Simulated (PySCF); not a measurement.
## Do core-level shifts follow atomic charges?

C₆H₄ClF.
Atom-mapped SMILES: `[F:1][c:2]1[cH:3][cH:4][cH:5][c:6]([Cl:7])[cH:8]1`

Geometry (PBE0-D3(BJ)/def2-SVP, Å), atoms numbered from 1 in this order:
```xyz
12
C6H4ClF angstrom
F     -0.661    2.708   -0.050
C     -0.250    1.443   -0.056
C     -1.194    0.424   -0.024
C     -0.747   -0.895   -0.031
C      0.614   -1.192   -0.069
C      1.533   -0.144   -0.100
Cl     3.226   -0.496   -0.147
C      1.116    1.186   -0.094
H     -2.255    0.677    0.006
H     -1.474   -1.710   -0.006
H      0.968   -2.224   -0.074
H      1.830    2.009   -0.118
```

Binding energies: delta-SCF UKS SCAN, pcX-2 on the ionised atom, pcseg-1 elsewhere, spin-free X2C (PySCF 2.14.0). Charges: PBE0/pcSseg-1 ground-state density, for the ionised atom.

| atom | environment | C 1s (eV) | Mulliken (e) | IAO (e) | Hirshfeld (e) | ESP (e) |
| --- | --- | --- | --- | --- | --- | --- |
| C5 | aromatic CH carbon | 290.71 | +0.046 | -0.174 | -0.065 | -0.100 |
| C3 | aromatic CH carbon | 290.72 | -0.143 | -0.198 | -0.068 | -0.291 |
| C8 | aromatic CH carbon | 290.85 | -0.018 | -0.204 | -0.078 | -0.190 |
| C4 | aromatic CH carbon | 290.95 | -0.088 | -0.130 | -0.036 | -0.145 |
| C6 | aromatic C–Cl carbon | 292.20 | -0.241 | +0.001 | +0.020 | -0.029 |
| C2 | aromatic C–F carbon | 293.06 | +0.327 | +0.306 | +0.094 | +0.343 |

Problem. How well does each charge scheme correlate with the binding energies over these sites?

Solution. Hirshfeld: r = 0.98, slope 14.4 eV per e; IAO: r = 0.97, slope 4.8 eV per e; ESP: r = 0.91, slope 4.1 eV per e; Mulliken: r = 0.48, slope 2.4 eV per e. On 6 points no scheme stands out.

Problem. The point-charge model writes a binding energy as kq + V + constant, with V the potential of the other atoms' charges at the site. What does it give with the ESP charges?

Solution. V = Σ 14.40 eV Å × q/r over all other atoms: +0.61 eV at C5, +3.75 eV at C3, +2.91 eV at C8, +0.88 eV at C4, -1.12 eV at C6, -5.21 eV at C2. Fitting binding energy − V to q gives k = 18.4 eV per e and leaves an rms residual of 0.77 eV, against 0.37 eV for the fit on q alone. The model has no term for differences in relaxation between sites.

Geometry: PBE0-D3(BJ)/def2-SVP; no solvent, vibrations or thermal averaging.
